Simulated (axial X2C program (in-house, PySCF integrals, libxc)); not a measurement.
## SiSe: properties at the nuclei

Computed with an axial X2C code built on PySCF integrals: two-component X2C with atomic mean-field Coulomb and Gaunt terms, Gaussian nuclei, basis Se dyall-cv3z, Si dyall-v3z with contracted cores.

R = 2.065 Å (near the PBE0 minimum at charge 0 of the determinant lowest at the starting distance; the state shown can have its own minimum elsewhere).

Input and command:
```json
{"zs": [34, 14], "q": 0, "bas": ["dyall-cv3z", "dyall-v3z"], "r0": 2.14, "levels": ["PBE0", "HF", "BP86", "TPSSh", "r2SCAN"], "nst": 3}
```
```bash
python soeom.py task.json out
```

Keys: zs atomic numbers; q charge; bas basis sets; r0 starting distance in Å; levels methods; nst determinants followed.

Determinant lowest in the PBE0 search, Ω = 0 (closed shell), highest spinor 68% Se p, 26% Si p, 5% Si d:

```json
{"level": "PBE0", "qzz Se (a.u.)": "-1.14", "qzz Si (a.u.)": "-1.67", "μ (D)": "1.37"}
{"level": "HF", "qzz Se (a.u.)": "-0.94", "qzz Si (a.u.)": "-2.00", "μ (D)": "2.03"}
{"level": "BP86", "qzz Se (a.u.)": "-1.23", "qzz Si (a.u.)": "-1.56", "μ (D)": "1.18"}
{"level": "TPSSh", "qzz Se (a.u.)": "-1.11", "qzz Si (a.u.)": "-1.61", "μ (D)": "1.24"}
{"level": "r2SCAN", "qzz Se (a.u.)": "-1.22", "qzz Si (a.u.)": "-1.61", "μ (D)": "1.22"}
```

qzz is the electric field gradient, eQq0 = 234.96 MHz × Q/barn × qzz; μ is positive if the Si end (last atom) is positive. The operators were transformed with the bare-nucleus X2C matrices; with these basis sets, hyperfine constants and field gradients can be off by tens of per cent, and where levels differ in sign neither size nor sign is settled.

Each state is one determinant with collinear spin. The search compared states at one distance, so a state with another bond length can lie lower.
